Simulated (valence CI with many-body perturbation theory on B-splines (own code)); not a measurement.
## Sensitivity of CI+MBPT for Tm37+

Calculated by configuration interaction combined with many-body perturbation theory (CI+MBPT): four valence electrons over a frozen Dirac-Fock core [Ar] 3d10, a basis of 6 s, 6 p, 5 d, 3 f, 1 g functions for each j, with the one-electron correlation potential Σ1, the two-electron term Σ2, the three-electron term Σ3, Breit, model QED; selected CI, second order for the rest, scaled by the run's own slope (own B-spline code, finite nucleus).

The last digits are not significant, and no measured levels were compared; by estimate large intervals hold to a few tenths of a per cent, small ones and those within an open d or f shell to about a per cent.

The reference run has the lowest level (4s^2 4p1/2^2) J=0 and an ionisation energy of 1707.89 eV. Its largest variational space holds 9997 state functions.

Levels are named by their leading jj configuration (3d3/2^4 stands for four electrons in 3d with j = 3/2), which in mixed levels can hold well under half, so a name can repeat and another be missing. Letters in brackets count levels of one name in rising energy.

Changed runs:
A. highest l with Σ1, explicit Σ2 and valence Breit (higher l get mean screening factors) 3 → 1
B. orbitals per symmetry with explicit Σ2 and valence Breit (the others get mean screening factors) 5 → 4
C. natural orbitals for correlation on → off
D. logarithmic knot step 0.27 → 1.1 (bad on purpose)

Excitation energies of the reference run in cm⁻¹, and shifts in cm⁻¹:

```csv
Level,Reference,A,B,C,D
(4s^2 4p1/2 4p3/2) J=1,497804,+137,+7.1,-288,-487
(4s^2 4p1/2 4p3/2) J=2,528973,+162,+6.2,+5.6,-487
(4s^2 4p3/2^2) J=2,1050230,+181,+15,-136,-1017
(4s^2 4p3/2^2) J=0,1118240,-102,+19,+402,-1023
(4s 4p1/2^2 4p3/2) J=2,1171960,-145,+3.7,-419,-8321
(4s 4p1/2^2 4p3/2) J=1,1278650,-494,+4.2,+75,-8140
(4s^2 4p1/2 4d3/2) J=2,1589740,-28079,+3.5,-148,-1096
(4s 4p1/2 4p3/2^2) J=2 [a],1625300,-4139,+11,-816,-7755
(4s 4p1/2 4p3/2^2) J=3,1684200,-7181,+8.4,-433,-7109
(4s^2 4p1/2 4d3/2) J=1,1714830,-27387,+11,+419,-2277
(4s 4p1/2 4p3/2^2) J=0,1760640,-632,+14,+29,-8626
(4s^2 4p1/2 4d5/2) J=2,1794160,-23550,+12,+156,-3398
Ionisation energy (eV),1707.89,-0.025,+0.0079,-0.14,-0.017
```
